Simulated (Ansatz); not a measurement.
Frontier orbitals of C$_{4}$H$_{13}$ClMoO$_{5}$, SMILES `C[O][Mo]([OH])([Cl])([O]C)([O]C)[O]C`.

Cartesian coordinates in Å:
```
C 0.6938 -0.6038 2.8748
O 0.7200 0.2909 1.8006
Mo -0.0176 0.1811 0.1133
O 0.8162 -1.5266 -0.1474
Cl -0.9736 -0.3305 -2.0922
O -1.4995 -0.7237 0.7843
C -2.1236 -1.9370 0.5287
O -0.8450 1.8133 -0.0620
C -0.9931 2.7901 -1.0421
O 1.4185 0.9009 -0.8420
C 2.3182 0.4088 -1.7767
H 1.1407 -0.1232 3.7474
H 1.2639 -1.5019 2.6154
H -0.3410 -0.8886 3.0949
H 0.7014 -1.9471 -1.0038
H -2.6180 -1.8977 -0.4476
H -1.3766 -2.7408 0.5172
H -2.8633 -2.1354 1.3088
H -0.0161 3.0107 -1.4864
H -1.4080 3.6902 -0.5824
H -1.6671 2.4251 -1.8225
H 2.7250 -0.5527 -1.4427
H 3.1342 1.1263 -1.8989
H 1.8107 0.2718 -2.7388
```

Charge 0, multiplicity 1. Correlated methods include outer-core shells of Mo, which these sets cover unevenly. Mo: def2 effective core potential. The geometry is a stationary point of PBE0-D4/def2-TZVP. It is one conformer, not always the lowest. Basis def2-TZVPP, the Gaussian-basis code of Ansatz.

| functional | HOMO (eV) | LUMO (eV) | gap (eV) |
| --- | --- | --- | --- |
| PBE | -6.35 | -3.34 | 3.01 |
| BLYP | -6.20 | -3.25 | 2.95 |
| r2SCAN | -6.68 | -3.39 | 3.29 |
| PBE0 | -7.77 | -2.81 | 4.96 |
| r2SCANh | -7.21 | -3.18 | 4.03 |
| r2SCAN0 | -8.01 | -2.84 | 5.17 |
| HSE06 (plane-wave form) | -7.37 | -3.17 | 4.20 |
| LC-ωPBE | -10.57 | -0.79 | 9.78 |
| ωB97M-V | -10.09 | -0.89 | 9.20 |

From PBE to PBE0 the HOMO moves by −1.42 eV and the LUMO by +0.53 eV, and with ωB97M-V by −3.74 and +2.45 eV, so the gap grows from 3.01 to 9.20 eV with exact exchange.

LC-ωPBE has ω = 0.4 bohr⁻¹.
